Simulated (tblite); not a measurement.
C6H12NO (doublet state).
Atom-mapped SMILES: `[CH3:1][C@@H:2]1[CH2:3][CH2:4][C@H:5]([CH3:6])[N:7]1[O:8]` (hydrogens: H9, H10, H11 on C1; H12 on C2; H13, H14 on C3; H15, H16 on C4; H17 on C5; H18, H19, H20 on C6)

Computed with GFN2-xTB (tblite), gas phase: L-BFGS steps from a force-field or distance-geometry start until the largest atomic force falls under 0.01 eV/Å.

Step 2: E = -704.2035 eV
```
atom  x, y, z in Å  |  force x, y, z in eV/Å
C1     -2.1009    1.4139    0.0766    0.037   0.038   0.026
C2     -1.0125    0.4380   -0.3380   -0.145  -0.134  -0.190
C3     -1.1512   -0.9303    0.3356    0.057  -0.043   0.019
C4      0.2557   -1.3084    0.8020   -0.046  -0.039  -0.031
C5      1.1848   -0.3177    0.1152    0.054  -0.251  -0.076
C6      2.4925   -0.1245    0.8626    0.010   0.080   0.007
N7      0.3724    0.9095   -0.0717   -0.530  -1.659  -0.064
O8      0.8290    1.7415   -0.8916    0.500   1.346  -0.323
H9     -3.0712    0.9922   -0.1762    0.005  -0.006  -0.031
H10    -2.0746    1.5848    1.1484    0.070   0.034   0.071
H11    -1.9994    2.3654   -0.4352    0.122   0.037  -0.026
H12    -1.0580    0.2840   -1.4349   -0.087   0.230   0.194
H13    -1.8268   -0.8968    1.1862   -0.140   0.055  -0.020
H14    -1.5279   -1.6617   -0.3792   -0.087   0.034   0.045
H15     0.5016   -2.3338    0.5313    0.079   0.002   0.062
H16     0.3247   -1.2094    1.8803    0.119   0.023   0.166
H17     1.3947   -0.6749   -0.9141    0.125   0.040   0.236
H18     3.1484    0.5659    0.3441   -0.041   0.122  -0.078
H19     2.3057    0.2530    1.8631   -0.036   0.073   0.054
H20     3.0078   -1.0801    0.9500   -0.067   0.017  -0.044
```

Step 3: E = -704.2684 eV
```
atom  x, y, z in Å  |  force x, y, z in eV/Å
C1     -2.1023    1.4168    0.0785    0.129  -0.040  -0.023
C2     -1.0186    0.4342   -0.3373    0.044  -0.123  -0.300
C3     -1.1520   -0.9313    0.3371    0.029  -0.092  -0.017
C4      0.2536   -1.3102    0.8050    0.028  -0.080  -0.073
C5      1.1875   -0.3242    0.1182   -0.053  -0.187  -0.254
C6      2.4950   -0.1217    0.8646   -0.099   0.058  -0.070
N7      0.3676    0.8760   -0.1001   -0.116  -0.328  -0.052
O8      0.8340    1.7636   -0.8826    0.091   0.468   0.238
H9     -3.0699    0.9920   -0.1770   -0.019   0.011  -0.019
H10    -2.0722    1.5849    1.1480    0.051   0.062   0.146
H11    -1.9961    2.3654   -0.4355    0.116   0.060  -0.029
H12    -1.0578    0.2913   -1.4292   -0.268   0.119  -0.036
H13    -1.8288   -0.8951    1.1834   -0.177   0.042   0.056
H14    -1.5303   -1.6605   -0.3779   -0.083  -0.013   0.037
H15     0.5042   -2.3343    0.5326    0.040  -0.007   0.086
H16     0.3282   -1.2087    1.8817    0.090   0.012   0.196
H17     1.3966   -0.6713   -0.9077    0.258  -0.201   0.077
H18     3.1464    0.5685    0.3423   -0.025   0.134  -0.075
H19     2.3046    0.2540    1.8621   -0.025   0.110   0.133
H20     3.0050   -1.0788    0.9484   -0.013  -0.007  -0.022
```

Step 4: E = -704.2893 eV
```
atom  x, y, z in Å  |  force x, y, z in eV/Å
C1     -2.1007    1.4175    0.0790    0.124  -0.047  -0.005
C2     -1.0205    0.4302   -0.3418    0.065  -0.076  -0.157
C3     -1.1521   -0.9335    0.3375   -0.028  -0.060   0.004
C4      0.2532   -1.3125    0.8055    0.035  -0.037   0.034
C5      1.1877   -0.3302    0.1153   -0.040  -0.073  -0.173
C6      2.4945   -0.1194    0.8644   -0.115   0.047  -0.049
N7      0.3655    0.8593   -0.1174    0.032   0.166   0.030
O8      0.8359    1.7782   -0.8707   -0.046   0.130   0.389
H9     -3.0695    0.9922   -0.1777    0.021   0.042   0.001
H10    -2.0702    1.5861    1.1502    0.054   0.047   0.079
H11    -1.9925    2.3664   -0.4361    0.111   0.027  -0.007
H12    -1.0626    0.2966   -1.4277   -0.340   0.035  -0.246
H13    -1.8328   -0.8936    1.1830   -0.123   0.036   0.019
H14    -1.5329   -1.6603   -0.3767   -0.084  -0.065   0.019
H15     0.5061   -2.3347    0.5346    0.028  -0.065   0.082
H16     0.3314   -1.2081    1.8856    0.069   0.001   0.070
H17     1.4022   -0.6734   -0.9038    0.315  -0.335  -0.088
H18     3.1451    0.5720    0.3402   -0.053   0.104  -0.049
H19     2.3036    0.2564    1.8638   -0.020   0.090   0.062
H20     3.0034   -1.0782    0.9473   -0.007   0.034  -0.013
```

Step 5: E = -704.3104 eV
```
atom  x, y, z in Å  |  force x, y, z in eV/Å
C1     -2.0970    1.4173    0.0795    0.080  -0.016   0.017
C2     -1.0213    0.4252   -0.3484    0.040  -0.012  -0.035
C3     -1.1529   -0.9365    0.3382   -0.063  -0.024   0.008
C4      0.2534   -1.3152    0.8071    0.017  -0.012   0.069
C5      1.1874   -0.3370    0.1100    0.000   0.038  -0.073
C6      2.4918   -0.1163    0.8634   -0.070   0.042  -0.013
N7      0.3639    0.8460   -0.1327    0.128   0.428   0.084
O8      0.8370    1.7950   -0.8524   -0.135  -0.112   0.459
H9     -3.0686    0.9933   -0.1783    0.077   0.076   0.026
H10    -2.0672    1.5879    1.1534    0.066   0.016  -0.022
H11    -1.9869    2.3677   -0.4367    0.105  -0.032   0.027
H12    -1.0738    0.3021   -1.4316   -0.355  -0.040  -0.342
H13    -1.8386   -0.8915    1.1827   -0.049   0.033  -0.034
H14    -1.5370   -1.6615   -0.3753   -0.070  -0.102   0.020
H15     0.5085   -2.3367    0.5381    0.007  -0.089   0.087
H16     0.3357   -1.2077    1.8900    0.048   0.000  -0.043
H17     1.4136   -0.6822   -0.9022    0.309  -0.397  -0.176
H18     3.1426    0.5772    0.3374   -0.101   0.052  -0.008
H19     2.3023    0.2602    1.8662   -0.022   0.056  -0.046
H20     3.0017   -1.0768    0.9460   -0.013   0.095  -0.006
```

**Question.** Estimate the geometry and energy of step 6. (The exact step hangs on the optimiser's Hessian estimate; all steps are aligned on step 5, rigid shifts and turns removed.)

**Answer.** E = -704.3440 eV, largest force 0.668 eV/Å
```
atom  x, y, z in Å  |  force x, y, z in eV/Å
C1     -2.0890    1.4168    0.0808    0.010   0.034   0.031
C2     -1.0221    0.4167   -0.3609   -0.024   0.085   0.083
C3     -1.1552   -0.9420    0.3394   -0.081   0.036  -0.027
C4      0.2538   -1.3198    0.8105   -0.013   0.033   0.051
C5      1.1872   -0.3476    0.0991    0.075   0.150   0.045
C6      2.4861   -0.1101    0.8615    0.009   0.028   0.025
N7      0.3624    0.8293   -0.1538    0.200   0.582   0.094
O8      0.8376    1.8239   -0.8138   -0.225  -0.395   0.490
H9     -3.0650    0.9970   -0.1786    0.141   0.120   0.063
H10    -2.0604    1.5914    1.1581    0.092  -0.036  -0.156
H11    -1.9750    2.3690   -0.4369    0.096  -0.104   0.072
H12    -1.1007    0.3106   -1.4452   -0.297  -0.133  -0.295
H13    -1.8496   -0.8871    1.1813    0.073   0.028  -0.109
H14    -1.5455   -1.6659   -0.3722   -0.029  -0.136   0.040
H15     0.5126   -2.3419    0.5462   -0.034  -0.092   0.093
H16     0.3442   -1.2067    1.8968    0.009   0.009  -0.199
H17     1.4399   -0.7058   -0.9030    0.207  -0.372  -0.160
H18     3.1358    0.5871    0.3326   -0.159  -0.017   0.046
H19     2.2995    0.2680    1.8690   -0.041   0.007  -0.197
H20     2.9985   -1.0720    0.9437   -0.010   0.174   0.010
```

The energy changes by -0.0336 eV. The first-order estimate −F·Δx gives -0.0470 eV and the mean of the old and new forces, exact on a quadratic surface, -0.0335 eV. The step makes an angle of 58° with the force vector and moves no atom by more than 0.048 Å.

The cost below is that of the whole relaxation. On one thread, AMD EPYC 9R45 (x86_64), no GPU, shared host, this took 0.44 s.
